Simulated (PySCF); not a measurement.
Calibrating a computed vertical ionisation energy

Level of theory: ωB97X-D3(BJ)/ma-def2-TZVP single points in PySCF, grid level 2; every species was optimised with PBE0-D3(BJ)/def2-SVP.

| molecule | computed / eV | measured / eV |
| --- | --- | --- |
| benzenethiol, `Sc1ccccc1` (C6H6S) | 8.39 | 8.49 |
| `CP(C)(C)=S` (C3H9PS) | 8.44 | 8.48 |
| methyl diselenide, `C[Se][Se]C` (C2H6Se2) | 8.70 | 8.56 |
| ethenethione, `C=C=S` (C2H2S) | 8.97 | 8.89 |
| `CSSC` (C2H6S2) | 9.05 | 8.97 |
| dimethylphosphine, `CPC` (C2H7P) | 9.09 | 9.10 |
| tert-butylphosphine, `CC(C)(C)P` (C4H11P) | 9.32 | ? |
| hydrogen peroxide, `OO` (H2O2) | 11.52 | 11.70 |

**Question.** Fit a straight line to the complete rows and predict the measured value of tert-butylphosphine, `CC(C)(C)P` (C4H11P).

**Answer.** measured = -0.532 + 1.059·computed (7 points, rms 0.09 eV, correlation 0.997). At 9.32 this gives 9.34 eV; the measured value is 9.30 eV, so the fit is off by 0.04.

Measured values: NIST Chemistry WebBook, evaluated or the median of agreeing entries.

(tert-butylphosphine) Structures, frequencies and single points took 19 min of wall time on 1 thread of Arm Neoverse V2 (shared host), launched as `OMP_NUM_THREADS=1 python redox_run.py task.json out`.
